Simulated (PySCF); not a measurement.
**Correlation energy of P²⁺ (phosphorus, charge +2)**

[Ne] 3s1 3p1 3d1, one real determinant (an excited configuration). Calculation: PySCF 2.14, in aug-cc-pwCVTZ (8s7p5d3f, 75 functions); the non-relativistic Hamiltonian (point nucleus). Frozen: [Ne]; 3 electrons correlated.

```json
{"level": "CCSD", "correlation energy (mhartree)": "-59.68"}
{"level": "(T)", "correlation energy (mhartree)": "-10.71"}
{"level": "CCSD(T)", "correlation energy (mhartree)": "-70.39"}
```

Diagnostics: T1 = 0.029, D1 = 0.0643, largest double amplitude 0.795.

**Question.** Is a single reference adequate?

**Answer.** Not fully. The real determinant used has ⟨L²⟩ near 8 against 12 for a pure F term, so it mixes terms. The outer electron is Rydberg-like, and this basis confines it to a smaller radius and binds it less than a complete one would. A double-excitation amplitude exceeds 0.15, a sign of near-degeneracy.

The reference is one real determinant that mixes LS terms of this configuration.
